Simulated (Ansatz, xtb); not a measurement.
## A geometry optimisation of CH3NZn with r2SCAN-D4/def2-SVP

The starting geometry of this gas-phase singlet was built from a drawn formula by distance geometry; its bonds are those of `[H]/N=[CH]/[ZnH]`.

```xyz
6

C    -0.6977    0.0382   -1.1551
N    -1.8185    0.6701   -1.4085
Zn   -0.3855   -1.6328   -0.1805
H    -1.8626    1.5444   -1.9398
H     0.2161    0.5001   -1.5338
H     0.7403   -2.6287    0.5370
```

Q: Predict what it relaxes into with r2SCAN-D4/def2-SVP.

A: It keeps its bonds, and is `[H]/N=[CH]/[ZnH]`.

The energy falls by 0.56 eV over 9 steps:

| step | E − E(last) (eV) |
| --- | --- |
| 1 | 0.555 |
| 2 | 0.164 |
| 3 | 0.107 |
| 4 | 0.081 |
| 5 | 0.018 |
| 6 | 0.002 |
| 7 | 0.000 |
| 8 | 0.000 |
| 9 | 0.000 |

Final geometry (Å):

```csv
atom,x (Å),y (Å),z (Å)
C,-0.4855,0.1630,-1.2362
N,-1.7467,0.4040,-1.2492
Zn,-0.0449,-1.4468,-0.2296
H,-1.9626,1.2602,-1.7867
H,0.2352,0.8361,-1.7612
H,0.1965,-2.7252,0.5821
```

From the same start GFN2-xTB ends elsewhere, differing in N2–Zn3 (2.25 against 2.71 Å here).

The end wasn't checked by frequencies. Run with Ansatz 0.2.0, 53 s on 1 thread of AMD EPYC (Zen 3), on a shared host.
